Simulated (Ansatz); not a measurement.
The inner images of a band of CH₆FNOSi (11 atoms, charge 0, multiplicity 1) are given out of order.

Method: RKS CAM-B3LYP-D4/6-31G* in Ansatz 0.2.0.

Initial state:

```xyz
11
Properties=species:S:1:pos:R:3
N -0.201 -1.377 1.511
C 0.377 -0.687 0.434
F 0.024 -1.243 -0.817
O -0.060 0.616 0.436
Si -0.094 1.533 -0.964
H -1.213 -1.291 1.487
H 0.064 -2.356 1.509
H 1.469 -0.757 0.470
H -1.226 1.182 -1.851
H -0.262 2.923 -0.489
H 1.185 1.400 -1.705
```

Final state:

```xyz
11
Properties=species:S:1:pos:R:3
N -0.218 -1.684 1.260
C 0.331 -0.837 0.272
F -0.065 -1.293 -0.970
O -0.102 0.483 0.385
Si -0.079 1.539 -0.912
H -1.220 -1.526 1.325
H 0.196 -1.484 2.165
H 1.425 -0.881 0.304
H -1.191 1.301 -1.860
H -0.225 2.884 -0.314
H 1.215 1.443 -1.635
```

Problem. Put them in order from the first end to the last, with their energies above the first end.
A.
```xyz
11
Properties=species:S:1:pos:R:3
N -0.225 -1.370 1.490
C 0.386 -0.706 0.421
F 0.048 -1.239 -0.846
O -0.016 0.608 0.421
Si -0.092 1.536 -0.967
H -1.235 -1.282 1.471
H 0.065 -2.334 1.592
H 1.475 -0.810 0.479
H -1.235 1.182 -1.838
H -0.276 2.913 -0.460
H 1.172 1.445 -1.739
```
B.
```xyz
11
Properties=species:S:1:pos:R:3
N -0.320 -1.491 1.301
C 0.366 -0.750 0.358
F 0.089 -1.165 -0.969
O -0.004 0.580 0.423
Si -0.089 1.522 -0.960
H -1.221 -1.168 1.610
H 0.130 -2.235 1.802
H 1.449 -0.882 0.457
H -1.256 1.205 -1.812
H -0.239 2.899 -0.435
H 1.160 1.429 -1.755
```
C.
```xyz
11
Properties=species:S:1:pos:R:3
N -0.333 -1.641 1.206
C 0.355 -0.812 0.301
F 0.063 -1.194 -1.006
O -0.014 0.522 0.414
Si -0.090 1.522 -0.929
H -1.227 -1.236 1.464
H 0.207 -1.845 2.037
H 1.437 -0.931 0.417
H -1.246 1.224 -1.804
H -0.251 2.879 -0.361
H 1.165 1.454 -1.717
```
D.
```xyz
11
Properties=species:S:1:pos:R:3
N -0.282 -1.436 1.368
C 0.374 -0.736 0.376
F 0.090 -1.183 -0.942
O -0.010 0.588 0.418
Si -0.090 1.528 -0.963
H -1.245 -1.217 1.558
H 0.106 -2.282 1.746
H 1.458 -0.861 0.468
H -1.245 1.196 -1.828
H -0.260 2.901 -0.439
H 1.168 1.443 -1.744
```
E.
```xyz
11
Properties=species:S:1:pos:R:3
N -0.369 -1.604 1.199
C 0.357 -0.787 0.320
F 0.115 -1.162 -1.008
O -0.020 0.542 0.424
Si -0.097 1.518 -0.940
H -1.189 -1.144 1.574
H 0.183 -2.049 1.918
H 1.437 -0.908 0.458
H -1.252 1.206 -1.810
H -0.261 2.883 -0.391
H 1.161 1.448 -1.723
```
F.
```xyz
11
Properties=species:S:1:pos:R:3
N -0.279 -1.668 1.228
C 0.351 -0.826 0.289
F 0.008 -1.234 -0.991
O -0.037 0.505 0.406
Si -0.085 1.528 -0.920
H -1.244 -1.378 1.365
H 0.201 -1.647 2.120
H 1.439 -0.919 0.371
H -1.231 1.251 -1.816
H -0.237 2.880 -0.340
H 1.180 1.450 -1.692
```
G.
```xyz
11
Properties=species:S:1:pos:R:3
N -0.249 -1.393 1.437
C 0.382 -0.722 0.396
F 0.076 -1.209 -0.901
O -0.013 0.597 0.416
Si -0.092 1.533 -0.966
H -1.248 -1.257 1.509
H 0.085 -2.312 1.678
H 1.467 -0.839 0.474
H -1.240 1.189 -1.836
H -0.274 2.906 -0.445
H 1.170 1.451 -1.740
```

Solution. A (+0.9 kJ/mol), G (+5.4 kJ/mol), D (+11.5 kJ/mol), B (+14.2 kJ/mol), E (+9.9 kJ/mol), C (+8.0 kJ/mol), F (+6.4 kJ/mol).

Run time: 3.2 min on 2 threads of AMD EPYC 9R14 (Zen 4), with other jobs on the host, peak memory 0.23 GiB.
